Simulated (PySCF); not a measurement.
PySCF input (M06-2X/6-311+G**):

```python
from pyscf import gto, dft

mol = gto.M(
    atom='''
    N    -0.27013200    1.56882200   -0.93047500
    Si    1.00274500    0.52191000   -0.70220600
    Si   -0.09930800   -1.11153300    0.60813700
    N    -1.53466000   -0.24798500    1.10729900
    H    -0.08770000    2.43714800   -1.42390200
    H     2.26178500    0.95442400    0.04459000
    H     1.65853200   -0.20684400   -1.87256300
    H     0.61822900   -1.65309400    1.81530400
    H    -0.46232200   -2.38336400   -0.11941300
    H    -1.58408400    0.59532300    0.52326700
    H    -2.41902800   -0.73473400    1.11191900
    ''',
    basis='6-311+g**',
    charge=-1,
    spin=0,
    verbose=4,
)

mf = dft.RKS(mol, xc='m062x').density_fit(auxbasis='def2-universal-jkfit')
mf.grids.level = 4
mf.conv_tol = 1e-9
mf.max_cycle = 100
mf.max_memory = 1500
mf.kernel()
if not mf.converged:
    mf = mf.newton()
    mf.kernel(mf.make_rdm1())
mf.dip_moment()
```

From the output:

```
auxbasis = def2-universal-jkfit
init E= -692.626792685804
  HOMO = -0.278235374493847  LUMO = -0.0388713091749126  gap/eV = 6.51343
cycle= 1 E= -692.569489417554  delta_E= 0.0573  |g|= 0.691  |ddm|=  2.5
  HOMO = 0.078381430907025  LUMO = 0.126562059240979  gap/eV = 1.31106
cycle= 2 E= -692.395429284087  delta_E= 0.174  |g|= 1.09  |ddm|=  3.3
  HOMO = -0.0786908974858092  LUMO = 0.129823627183533  gap/eV = 5.67397
cycle= 3 E= -692.690094967609  delta_E= -0.295  |g|= 0.102  |ddm|= 2.72
  HOMO = -0.0725450691267515  LUMO = 0.129194431402733  gap/eV = 5.48961
cycle= 4 E= -692.691821658173  delta_E= -0.00173  |g|= 0.0593  |ddm|= 0.154
  HOMO = -0.0762733306016406  LUMO = 0.129253695184718  gap/eV = 5.59268
cycle= 5 E= -692.692551256853  delta_E= -0.00073  |g|= 0.00881  |ddm|= 0.0661
  HOMO = -0.0755299419536889  LUMO = 0.129165563073434  gap/eV = 5.57005
cycle= 6 E= -692.69257138833  delta_E= -2.01e-05  |g|= 0.00222  |ddm|= 0.0175
  HOMO = -0.0757176238647103  LUMO = 0.129201424083941  gap/eV = 5.57613
cycle= 7 E= -692.6925730081  delta_E= -1.62e-06  |g|= 0.000614  |ddm|= 0.00566
  HOMO = -0.0755818019253189  LUMO = 0.129198643059064  gap/eV = 5.57236
cycle= 8 E= -692.692573175036  delta_E= -1.67e-07  |g|= 9.97e-05  |ddm|= 0.00162
  HOMO = -0.075574321687532  LUMO = 0.129196298136245  gap/eV = 5.57209
cycle= 9 E= -692.692573186386  delta_E= -1.14e-08  |g|= 2.45e-05  |ddm|= 0.000529
  HOMO = -0.0755746756659066  LUMO = 0.12919619146307  gap/eV = 5.57210
cycle= 10 E= -692.692573187045  delta_E= -6.59e-10  |g|= 7.89e-06  |ddm|= 0.000127
  HOMO = -0.0755741476750001  LUMO = 0.129195949671707  gap/eV = 5.57208
Extra cycle  E= -692.692573187084  delta_E= -3.93e-11  |g|= 3.84e-06  |ddm|= 3.04e-05
converged SCF energy = -692.692573187084

WARN: System has nonzero charge -1; the dipole moment is origin-dependent.
Location of origin: [0. 0. 0.]

Dipole moment(X, Y, Z, Debye): -0.45896, -2.28875,  0.78666
```

The dipole moment of an ion depends on the origin.

The geometry given is a B3LYP-D3(BJ)/def2-TZVP minimum.
